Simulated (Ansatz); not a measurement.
Basis-set extrapolation for CHBF$_{4}$O, SMILES `FBOC(F)(F)F` (PBE0-D4/def2-TZVP geometry, frozen core, Ansatz 0.2.0). Multiplicity 1, RHF reference.

```
                      def2-TZVPP   def2-QZVPP
                 HF  -536.122643  -536.146278
    MP2 correlation    -1.464900    -1.597374
CCSD(T) correlation    -1.521464      not run
```

Energies in hartree. Use E(X) = E(∞) + A·exp(−7.88·√X) for Hartree–Fock and E(X) = E(∞) + B·X^(−2.97) for correlation, with X = 3 and 4, and add CCSD(T) minus MP2 of the smaller set to the MP2 limit.

Problem. What is the CCSD(T) energy at the basis-set limit?

Solution. HF limit: -536.146278 + (-0.023635) × 0.13774 = -536.14953. MP2 limit: -1.597374 + (-0.132474) × 0.74074 = -1.69550. Higher-order term: -1.521464 − (-1.464900) = -0.05656. Total: -537.90159 hartree, 676.0 kJ/mol below CCSD(T)/def2-TZVPP.
